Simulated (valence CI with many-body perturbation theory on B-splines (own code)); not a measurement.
**E1 line list for Re⁴⁴⁺**

Method: valence CI with perturbative core correlation (CI+MBPT): three valence electrons over a frozen Dirac-Fock core [Ar] 3d10, a basis of 11 s, 11 p, 10 d, 8 f, 5 g, 2 h functions for each j, with the one-electron correlation potential Σ1 (screened to all orders), the two-electron term Σ2, the three-electron term Σ3, Breit, model QED; selected single and double excitations, second order for the rest, scaled by the run's own slope (own B-spline code, finite nucleus).

The last digits are not significant, and no measured levels were compared; by estimate large intervals hold to a few tenths of a per cent, small ones and those within an open d or f shell to about a per cent.

Lines 201 to 250 of 538 in falling wavelength, among levels below 6903.7 × 10³ cm⁻¹, chosen from the strongest by gf and those to the six lowest levels. Wavelengths and rates use the calculated energies. Electric multipoles are in the length gauge, E1 and E2 with the static RPA response of the core. Weak lines are less certain than strong ones. Lines between different terms over intervals too small for the method are left out, as are lines whose strength nearly cancels. Where a level lies close to another of its J and parity, the split of strength between their lines is uncertain. The highest levels of a list are the least certain.

Levels are named by their leading jj configuration (3d3/2^4 stands for four electrons in 3d with j = 3/2), which in mixed levels can hold well under half, so a name can repeat and another be missing. Letters in brackets count levels of one name in rising energy.

```tsv
λ vac (nm)	Upper	Lower	A (s⁻¹)	S (a.u.) with core polarisation	S without
6.271	(4p1/2 4p3/2 4f7/2) J=7/2 [a]	(4s 4p1/2 4f7/2) J=5/2	6.80e+10	6.62e-02	7.02e-02
6.263	(4s 4p1/2 4d5/2) J=5/2 [b]	(4s 4p1/2 4p3/2) J=3/2 [a]	1.91e+10	1.39e-02	1.47e-02
6.260	(4s 4p3/2 4f5/2) J=5/2 [a]	(4s 4p3/2 4d3/2) J=3/2 [a]	2.56e+11	1.86e-01	1.96e-01
6.256	(4s 4p3/2 4d5/2) J=5/2 [a]	(4s^2 4d5/2) J=5/2	3.23e+11	2.34e-01	2.48e-01
6.250	(4s 4p1/2 4d5/2) J=3/2	(4s 4p1/2 4p3/2) J=3/2 [a]	1.35e+11	6.51e-02	6.90e-02
6.249	(4p3/2 4d3/2 4d5/2) J=7/2 [b]	(4s 4d3/2 4d5/2) J=5/2 [b]	6.93e+10	6.67e-02	7.08e-02
6.247	(4p3/2^2 4d5/2) J=9/2	(4s 4p3/2 4d5/2) J=7/2 [b]	1.24e+12	1.49e+00	1.58e+00
6.242	(4p3/2^2 4d3/2) J=5/2	(4s 4p3/2 4d5/2) J=3/2 [a]	1.50e+11	1.08e-01	1.14e-01
6.234	(4s 4d3/2 4f7/2) J=7/2 [b]	(4s 4d3/2^2) J=5/2	9.39e+10	8.98e-02	9.46e-02
6.232	(4s 4p3/2 4f5/2) J=3/2 [a]	(4s 4p3/2 4d3/2) J=1/2 [a]	1.30e+11	6.23e-02	6.57e-02
6.230	(4s 4p3/2 4f5/2) J=3/2 [a]	(4s 4p3/2 4d3/2) J=3/2 [a]	2.02e+11	9.63e-02	1.02e-01
6.226	(4s 4p3/2 4f7/2) J=7/2 [c]	(4s 4p3/2 4d3/2) J=5/2 [b]	3.15e+11	3.00e-01	3.17e-01
6.226	(4p1/2 4p3/2 4f5/2) J=5/2 [a]	(4p1/2 4p3/2 4d3/2) J=3/2 [a]	3.78e+11	2.70e-01	2.85e-01
6.224	(4s 4p3/2 4f5/2) J=1/2	(4s 4p3/2 4d3/2) J=1/2 [a]	4.00e+11	9.53e-02	1.01e-01
6.222	(4p1/2^2 4f5/2) J=5/2	(4p1/2^2 4d3/2) J=3/2	2.73e+11	1.95e-01	2.05e-01
6.215	(4p1/2 4p3/2 4f5/2) J=7/2 [b]	(4p1/2 4p3/2 4d3/2) J=7/2	1.25e+11	1.18e-01	1.25e-01
6.203	(4s 4p1/2 4f5/2) J=5/2 [a]	(4s 4p1/2 4d3/2) J=3/2 [a]	1.31e+11	9.22e-02	9.69e-02
6.201	(4p1/2 4p3/2 4f5/2) J=7/2 [a]	(4p1/2 4p3/2 4d3/2) J=5/2 [a]	2.75e+11	2.59e-01	2.73e-01
6.199	(4s 4p3/2 4f5/2) J=7/2 [a]	(4s^2 4f5/2) J=5/2	3.00e+11	2.82e-01	2.99e-01
6.193	(4p3/2^2 4d5/2) J=7/2	(4s 4p3/2 4d5/2) J=7/2 [b]	1.94e+11	1.82e-01	1.93e-01
6.192	(4s 4d3/2 4f5/2) J=5/2 [b]	(4s 4d3/2^2) J=3/2	3.81e+11	2.68e-01	2.82e-01
6.188	(4s 4d5/2^2) J=3/2	(4s 4p3/2 4d3/2) J=1/2 [b]	1.63e+11	7.61e-02	8.04e-02
6.171	(4s 4d5/2 4f5/2) J=5/2 [c]	(4s 4d3/2 4d5/2) J=5/2 [a]	1.84e+11	1.28e-01	1.35e-01
6.167	(4p3/2^2 4d5/2) J=1/2	(4s 4p3/2 4d5/2) J=1/2	2.73e+11	6.31e-02	6.68e-02
6.165	(4p1/2 4p3/2 4d5/2) J=3/2 [a]	(4s 4p1/2 4d5/2) J=3/2	3.73e+11	1.73e-01	1.83e-01
6.159	(4s 4p3/2^2) J=5/2	(4s^2 4p3/2) J=3/2	4.94e+11	3.42e-01	3.62e-01
6.158	(4p3/2 4d3/2 4d5/2) J=5/2	(4s 4d3/2 4d5/2) J=3/2 [b]	2.29e+11	1.58e-01	1.67e-01
6.155	(4s 4p3/2 4d5/2) J=3/2 [b]	(4s 4p3/2^2) J=5/2	2.13e+11	9.81e-02	1.04e-01
6.144	(4p3/2^2 4d5/2) J=5/2 [a]	(4s 4p3/2 4d5/2) J=3/2 [b]	6.36e+11	4.37e-01	4.63e-01
6.132	(4s 4d5/2^2) J=9/2 [a]	(4s 4p3/2 4d3/2) J=7/2	3.13e+11	3.57e-01	3.76e-01
6.131	(4s 4p3/2 4d5/2) J=3/2 [a]	(4s^2 4d5/2) J=5/2	1.45e+11	6.61e-02	7.01e-02
6.130	(4p1/2 4p3/2 4f5/2) J=5/2 [b]	(4s 4p1/2 4f7/2) J=5/2	8.95e+10	6.10e-02	6.45e-02
6.124	(4p1/2 4p3/2 4f7/2) J=9/2 [a]	(4s 4p1/2 4f7/2) J=9/2	1.56e+11	1.77e-01	1.87e-01
6.120	(4s 4p3/2 4f7/2) J=9/2 [b]	(4s 4p3/2 4d5/2) J=9/2	1.12e+11	1.26e-01	1.34e-01
6.112	(4p1/2 4p3/2 4d5/2) J=5/2 [a]	(4s 4p1/2 4d5/2) J=5/2 [b]	3.47e+11	2.34e-01	2.48e-01
6.110	(4p1/2 4p3/2 4f5/2) J=3/2 [a]	(4p1/2 4p3/2 4d3/2) J=1/2 [a]	2.58e+11	1.16e-01	1.22e-01
6.109	(4p1/2 4p3/2^2) J=3/2	(4s 4p1/2 4p3/2) J=1/2	5.90e+11	2.65e-01	2.81e-01
6.101	(4p3/2 4d3/2 4d5/2) J=9/2 [b]	(4s 4d3/2 4d5/2) J=7/2 [b]	1.67e+11	1.88e-01	1.98e-01
6.093	(4s 4p3/2 4f7/2) J=7/2 [c]	(4s 4p3/2 4d5/2) J=5/2 [a]	1.69e+11	1.51e-01	1.60e-01
6.089	(4s 4p3/2 4f7/2) J=7/2 [b]	(4s^2 4f7/2) J=7/2	2.99e+11	2.66e-01	2.82e-01
6.086	(4p3/2^2 4d3/2) J=1/2	(4s 4p3/2 4d3/2) J=1/2 [b]	5.04e+11	1.12e-01	1.19e-01
6.084	(4p1/2 4p3/2 4f5/2) J=7/2 [a]	(4s 4p1/2 4f5/2) J=5/2 [b]	1.88e+11	1.67e-01	1.77e-01
6.077	(4s 4d5/2^2) J=5/2	(4s^2 4f7/2) J=7/2	1.11e+11	7.38e-02	7.81e-02
6.068	(4p1/2 4p3/2 4d5/2) J=9/2	(4s 4p1/2 4d5/2) J=7/2	3.47e+11	3.82e-01	4.05e-01
6.061	(4p3/2^2 4d3/2) J=3/2 [a]	(4s 4p3/2 4d3/2) J=3/2 [b]	3.60e+11	1.58e-01	1.68e-01
6.057	(4p1/2 4p3/2 4f5/2) J=9/2	(4s 4p1/2 4f7/2) J=7/2 [b]	1.63e+11	1.79e-01	1.90e-01
6.046	(4p1/2 4p3/2^2) J=5/2	(4s 4p1/2 4p3/2) J=3/2 [b]	4.71e+11	3.08e-01	3.26e-01
6.041	(4s 4p3/2 4d5/2) J=7/2 [a]	(4s^2 4d5/2) J=5/2	2.93e+11	2.55e-01	2.70e-01
6.037	(4s 4p3/2 4d5/2) J=5/2 [b]	(4s 4p3/2^2) J=5/2	2.40e+11	1.57e-01	1.66e-01
6.035	(4p1/2 4p3/2^2) J=3/2	(4s 4p1/2 4p3/2) J=3/2 [b]	1.49e+11	6.48e-02	6.87e-02
```
